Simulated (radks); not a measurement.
All-electron atom: Dy41+ in [Ar] 3d7 (the NIST ground configuration).

All-electron calculation, scalar-relativistic Kohn-Sham, exchange-only LDA, spin-polarised, spherical densities, point nucleus; open shells are filled with parallel spins first (spin-orbit coupling, left out, can overturn this in heavy ions). Program: a radial shooting solver on a logarithmic mesh with Libxc functionals.

Energy parts (eV):
| part | energy |
|---|---|
| total | -297403.96 |
| kinetic | 323152.01 |
| electron-nucleus | -670352.28 |
| Hartree | 54618.85 |
| exchange | -4822.53 |

Orbitals (lengths in bohr, moments of r in powers of bohr; <r^-3> diverges for s and p1/2; r(max) is where P^2 peaks; r(90%) holds 90 % of the orbital's charge):
| orbital | occ. | eigenvalue (eV) | r(90%) | <r^-3> | r(max) | <r^4> |
|---|---|---|---|---|---|---|
| 1s up | 1 | -55705.18 | 0.0383 | - | 0.01338 | 9.928e-07 |
| 1s down | 1 | -55704.79 | 0.0383 | - | 0.01338 | 9.926e-07 |
| 2s up | 1 | -10977.82 | 0.138 | - | 0.07597 | 0.0001531 |
| 2s down | 1 | -10965.51 | 0.138 | - | 0.07593 | 0.0001528 |
| 2p up | 3 | -9982.760 | 0.129 | 12890 | 0.06157 | 0.0001147 |
| 2p down | 3 | -9972.891 | 0.129 | 12910 | 0.06153 | 0.0001143 |
| 3s up | 1 | -3850.704 | 0.330 | - | 0.2110 | 0.005043 |
| 3s down | 1 | -3837.319 | 0.331 | - | 0.2112 | 0.005071 |
| 3p up | 3 | -3545.479 | 0.332 | 3016 | 0.2061 | 0.005075 |
| 3p down | 3 | -3531.930 | 0.332 | 3001 | 0.2063 | 0.005109 |
| 3d up | 5 | -3183.567 | 0.307 | 411.6 | 0.1661 | 0.003644 |
| 3d down | 2 | -3167.141 | 0.308 | 410.4 | 0.1663 | 0.003682 |

The highest occupied level is 3d down at -3167.1 eV. For comparison, the ionisation energy in NIST's Atomic Spectra Database is 3217 eV (theoretical). In exact Kohn-Sham theory the highest level is minus the ionisation energy, but local and semilocal functionals leave it too shallow, through self-interaction and a potential that decays too fast; potentials with the right tail come closer. The density falls to 0.001 e/bohr^3 at r = 0.72 bohr. Spin moment in Bohr magnetons: 3.
